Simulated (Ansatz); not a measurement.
`[AlH2][B]([SiH3])O[SiH3]` + `[CH3][AlH][BH]O` → `[CH3][Al]([SiH3])[BH]O` + `[AlH2][BH]O[SiH3]`  (formal exchange of groups at the Si–B bond)

Program: Ansatz. Geometries: PBE0-D4/def2-TZVP. ΔE: electronic, gas phase. CCSD(T)/CBS is the MP2 limit (def2-TZVPP, def2-QZVPP) plus CCSD(T) − MP2 in def2-TZVPP, frozen cores. Functionals use def2-TZVPP. Each species was taken in one conformer, which may not be the lowest.

| level | ΔE (kJ/mol) |
| --- | --- |
| r2SCANh-D4 | -24.2 |
| ωB97X-V | -25.4 |
| BLYP | -33.1 |
| PBE0 | -28.8 |
| BHLYP | -33.8 |
| CAM-B3LYP | -30.2 |
| MP2/def2-TZVPP | -25.9 |
| CCSD(T)/def2-TZVPP | -27.1 |

Task: What does CCSD(T)/CBS give? (An estimate is asked.)

Result: Ansatz gave: -26.1 kJ/mol. The listed levels differ from it by 1.9, 0.7, -7.0, -2.7, -7.7, -4.1, 0.2, -1.0 kJ/mol.

Largest T1 diagnostic among the species: 0.014.

In def2-TZVPP, CCSD(T) changes the Hartree–Fock value by +12.7 kJ/mol (the triples alone add +2.5 kJ/mol) and MP2 by +14.0 kJ/mol. The D4 term adds +6.4 kJ/mol with B3LYP and +3.3 kJ/mol with PBE0; it sums over pairs of atoms, weighted by their polarisabilities, and B3LYP, whose exchange is more repulsive, gets the larger term.

B3LYP here is the variant with VWN-RPA as its local correlation; programs differ in this.
